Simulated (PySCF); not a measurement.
SMILES C=[CH][Ga]([O]C)[O]C (C4H9GaO2) (GFN2-xTB optimised geometry):

```
16

Ga    -0.120    -0.441     0.000
C     -1.423    -1.985    -0.001
C     -2.726    -1.778    -0.004
H     -0.999    -2.983     0.000
H     -3.437    -2.594    -0.005
H     -3.135    -0.779    -0.005
O      1.633    -0.441     0.000
C      2.846    -1.160    -0.001
H      3.405    -0.920    -0.910
H      3.437    -0.864     0.870
H      2.684    -2.240     0.036
O     -0.885     1.139     0.000
C     -0.492     2.495    -0.001
H      0.595     2.608    -0.001
H     -0.898     2.982    -0.893
H     -0.898     2.983     0.890
```

Calculation: PBE0/def2-TZVP (PySCF).

Q: What are the frontier orbital energies and the dipole moment?

A: HOMO-2 -7.86 eV, HOMO-1 -7.58 eV, HOMO -7.48 eV, LUMO -0.79 eV, LUMO+1 0.04 eV; dipole moment 1.11 D.

On the same geometry PBE/def2-TZVP run with PySCF gives HOMO-2 -6.38 eV, HOMO-1 -6.11 eV, HOMO -5.95 eV, LUMO -1.68 eV, LUMO+1 -0.94 eV; dipole moment 1.01 D.

Meta-Löwdin charges at PBE0/def2-TZVP: Ga1 0.90, C2 -0.31, C3 -0.21, H4 0.13, H5 0.12, H6 0.13, O7 -0.59, C8 -0.11, H9 0.11, H10 0.11, H11 0.10, O12 -0.59, C13 -0.11, H14 0.10, H15 0.11, H16 0.11.
